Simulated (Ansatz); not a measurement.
Ansatz (a program for electronic structure) input (HF/STO-3G):

Ansatz 0.2 input:
```yaml
crystal:
  periodic: [false, false, false]
  atoms:
    - {symbol: Mg, position_ang: [-0.00000000, -0.00000000, -1.77413300]}
    - {symbol: Br, position_ang: [0.00000000, 0.00000000, 0.60827400]}
basis:
  gaussian:
    orbitals: STO-3G
hamiltonian:
  xc: {name: HF}
magnetization: {spin_polarized: true, initial_magnetization: 1}
relax: {f_tol: 0.003, max_steps: 120}
```

Output:

```
Functional definition: HF
integrals: 0.00 GiB planned
275 factors; integrals over basis functions are off by at most 3.8e-5 eV
mean field: 0.08 GiB planned
mean field evaluation 1: about -74607.1255 eV, gradient 8.0e0 eV
mean field evaluation 2: about -74607.1977 eV, gradient 8.3e0 eV
mean field evaluation 4: about -74608.1982 eV, gradient 9.8e-1 eV
mean field evaluation 8: about -74608.2239 eV, gradient 3.4e-3 eV
mean field -74608.22392698 eV, -2741.8016580461 hartree, gradient 3.5e-5 eV, S^2 0.751528; 0 other end points of the search recorded, 0 dependent functions left out
the calculation of the forces begins
reference -74608.22392698 eV, -2741.8016580461 hartree; 24, 23 occupied and 3, 4 virtual orbitals, 275 factors
relax step   1: F+E_penalty+E_count = -74608.22392698 eV  Δ(F+E_penalty+E_count) = +0.000e0 eV  max|allowed force component| = 1.428e0 eV/Å  Δτ_max = 0.0000 Å  (30 SCF iters, accepted)
these checks for a lower state are left out or cut short: starts, cluster_reference, orbital_swaps, neighbouring_geometries, increment
integrals: 0.00 GiB planned
275 factors; integrals over basis functions are off by at most 4.5e-5 eV
mean field: 0.08 GiB planned
mean field evaluation 16: about -74608.2857 eV, gradient 4.2e-3 eV
mean field -74608.28566345 eV, -2741.8039268193 hartree, gradient 4.3e-5 eV, S^2 0.751217; 0 other end points of the search recorded, 0 dependent functions left out
the calculation of the forces begins
reference -74608.28566345 eV, -2741.8039268193 hartree; 24, 23 occupied and 3, 4 virtual orbitals, 275 factors
relax step   2: F+E_penalty+E_count = -74608.28566345 eV  Δ(F+E_penalty+E_count) = -6.174e-2 eV  max|allowed force component| = 7.628e-1 eV/Å  Δτ_max = 0.0727 Å  (30 SCF iters, accepted)
these checks for a lower state are left out or cut short: starts, cluster_reference, orbital_swaps, neighbouring_geometries, increment
integrals: 0.00 GiB planned
275 factors; integrals over basis functions are off by at most 4.3e-5 eV
mean field: 0.08 GiB planned
mean field -74608.30135582 eV, -2741.8045035035 hartree, gradient 4.5e-5 eV, S^2 0.751280; 0 other end points of the search recorded, 0 dependent functions left out
the calculation of the forces begins
reference -74608.30135582 eV, -2741.8045035035 hartree; 24, 23 occupied and 3, 4 virtual orbitals, 275 factors
relax step   3: F+E_penalty+E_count = -74608.30135582 eV  Δ(F+E_penalty+E_count) = -1.569e-2 eV  max|allowed force component| = 9.255e-2 eV/Å  Δτ_max = 0.0187 Å  (30 SCF iters, accepted)
these checks for a lower state are left out or cut short: starts, cluster_reference, orbital_swaps, neighbouring_geometries, increment
integrals: 0.00 GiB planned
275 factors; integrals over basis functions are off by at most 4.3e-5 eV
mean field: 0.08 GiB planned
mean field evaluation 32: about -74608.3016 eV, gradient 4.2e-3 eV
mean field -74608.30161192 eV, -2741.8045129150 hartree, gradient 4.6e-5 eV, S^2 0.751290; 0 other end points of the search recorded, 0 dependent functions left out
the calculation of the forces begins
reference -74608.30161192 eV, -2741.8045129150 hartree; 24, 23 occupied and 3, 4 virtual orbitals, 275 factors
relax step   4: F+E_penalty+E_count = -74608.30161192 eV  Δ(F+E_penalty+E_count) = -2.561e-4 eV  max|allowed force component| = 1.636e-3 eV/Å  Δτ_max = 0.0027 Å  (30 SCF iters, accepted)
integrals: 0.00 GiB planned
275 factors; integrals over basis functions are off by at most 4.3e-5 eV
mean field: 0.08 GiB planned
mean field -74608.30161192 eV, -2741.8045129150 hartree, gradient 4.6e-5 eV, S^2 0.751290; 1 other end points of the search recorded, 0 dependent functions left out
the calculation of the forces begins
reference -74608.30161192 eV, -2741.8045129150 hartree; 24, 23 occupied and 3, 4 virtual orbitals, 275 factors
Total energy: -74608.30161192 eV, -2741.8045129150 hartree
Atom 0 at     0.000000     0.000000    -1.722763 Å, force     0.000000     0.000000    -0.001636 eV/Å
Atom 1 at    -0.000000    -0.000000     0.556904 Å, force    -0.000000    -0.000000     0.001636 eV/Å
Dipole moment:     0.000000     0.000000    -1.245003 e Å
```

The geometry given is a B3LYP-D3(BJ)/def2-TZVP minimum.
